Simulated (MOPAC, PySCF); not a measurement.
[Ti(NH2)4], neutral singlet in the gas phase. 

Z-matrix (Å, degrees):
```
Ti
N 1 1.8989
H 2 1.0258 1 127.88
H 2 1.0278 3 109.36 1 -172.08
N 1 1.8990 2 108.69 3 -132.51
H 5 1.0259 1 127.81 2 -132.76
H 5 1.0278 6 109.35 1 -172.10
N 1 1.8990 2 109.84 3 107.27
H 8 1.0258 1 127.83 2 12.41
H 8 1.0278 9 109.36 1 172.07
N 1 1.8991 2 109.88 3 -12.32
H 11 1.0259 1 127.79 2 -107.18
H 11 1.0278 12 109.37 1 172.09
```
Charge 0, spin multiplicity 1.

All levels are single points at this geometry (BP86-D3(BJ)/def2-SVP); Pople sets use spherical d functions. Orbital energies aren't observables, and empty levels follow the basis.

B3LYP-D3(BJ)/def2-TZVP in PySCF gives HOMO (eV) = -6.55.

Problem. Estimate the HOMO (eV) from each of these levels: PBE-D3(BJ)/def2-TZVP in PySCF; TPSSh-D3(BJ)/def2-TZVP in PySCF; B3LYP/3-21G in PySCF; B3LYP/6-31G* (LANL2DZ on Ti) in PySCF; B3LYP/LANL2DZ in PySCF; BP86/6-31G* (LANL2DZ on Ti) in PySCF; SVWN5/6-31G* (LANL2DZ on Ti) in PySCF; PM7 in MOPAC.

Solution. 
```json
[
 {"level": "PBE-D3(BJ)/def2-TZVP in PySCF", "HOMO (eV)": "-5.42"},
 {"level": "TPSSh-D3(BJ)/def2-TZVP in PySCF", "HOMO (eV)": "-6.01"},
 {"level": "B3LYP/3-21G in PySCF", "HOMO (eV)": "-5.78"},
 {"level": "B3LYP/6-31G* (LANL2DZ on Ti) in PySCF", "HOMO (eV)": "-6.21"},
 {"level": "B3LYP/LANL2DZ in PySCF", "HOMO (eV)": "-6.28"},
 {"level": "BP86/6-31G* (LANL2DZ on Ti) in PySCF", "HOMO (eV)": "-5.17"},
 {"level": "SVWN5/6-31G* (LANL2DZ on Ti) in PySCF", "HOMO (eV)": "-5.20"},
 {"level": "PM7 in MOPAC", "HOMO (eV)": "-8.49"}
]
```
